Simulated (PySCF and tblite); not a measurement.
The numbers below are computed, except where a source is named.
Molecule: C7H9N, numbered as in [CH:1]#[C:2][C@H:3]1[CH:4]=[CH:5][CH2:6][NH:7][CH2:8]1; H named by carrier, a and b as here (out-of-plane angle 0°, Å):

```
C1       2.857    0.025   -0.833
C2       1.949   -0.158   -0.075
C3       0.833   -0.370    0.829
C4       0.173    0.949    1.135
C5      -0.960    1.332    0.569
C6      -1.706    0.499   -0.433
N7      -0.956   -0.657   -0.810
C8      -0.212   -1.327    0.204
H1       3.658    0.179   -1.492
H3       1.223   -0.808    1.756
H4       0.683    1.585    1.846
H5      -1.420    2.275    0.830
H6a     -1.917    1.104   -1.320
H6b     -2.686    0.227    0.015
H7      -0.953   -0.980   -1.754
H8a      0.284   -2.201   -0.221
H8b     -0.881   -1.664    1.015
```

The mean out-of-plane torsion at N7 (0° is planar) is held and the rest relaxed at GFN2-xTB. Energies: PBE0/pcSseg-1 + D3(BJ). Couplings: B3LYP/6-31G* with H pcJ-1 N pcJ-1, gas phase, for ¹H, ¹⁵N. (tblite 0.8, PySCF 2.14.)

One held structure gave ¹J(N7,H7) = -83.3, ³J(H7,H8b) = -0.9, ³J(H6b,H7) = 1.9, ³J(H7,H8a) = 5.9, ³J(H6a,H7) = 2.2, ³J(N7,H3) = -5.5, ²J(N7,H8a) = -0.8, ²J(N7,H6a) = -2.4 Hz.

Problem. At which out-of-plane angle was it held?
A. -42°
B. 42°
C. 0°
D. 26°
E. -26°

Solution. D. It lies 2.41 kcal/mol above the lowest point.
